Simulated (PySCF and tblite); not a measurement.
Results of a calculation; reference values are marked as such.
System: C₆H₇NOS, numbered as in [OH:1][c:2]1[cH:3][c:4]([CH:5]2[CH2:6][CH2:7]2)[n:8][s:9]1.

For the rotation about the C4–C5 bond (torsion C3–C4–C5–C6 from 35° to 214°, rising): electronic barrier 1.99 kcal/mol, zero-point change -0.24 kcal/mol, thermal and entropy terms at 298.15 K a further 0.47 kcal/mol (symmetry numbers apart). The minimum is Cs, the saddle C1. The path came from a restrained scan, a climbing-image band and a saddle search at GFN2-xTB; energies are BP86/pcSseg-1 + D3(BJ)//GFN2-xTB, thermal terms GFN2-xTB. Rates follow Eyring's equation with the number of equivalent paths and no tunnelling. (PySCF 2.14 with density fitting, tblite 0.8.)

(1) How many equivalent paths lead out of the minimum?

(2) Work out the rate at 298.15 K.

The barrier is low, and the GFN2-xTB saddle may lie off the DFT one, so take it as rough.

Results:

(1) 2: the symmetry number of the minimum is 1, that of the saddle displaced along its mode 1, and the displaced saddle is chiral while the minimum is not, which doubles the count.

(2) ΔG‡ = 2.22 kcal/mol; k_B T/h = 6.2×10¹² s⁻¹; exp(−ΔG‡/RT) = 0.024; times 2 gives k = 3×10¹¹ s⁻¹. Wigner's tunnelling factor for the 41i cm⁻¹ mode would be 1.00.
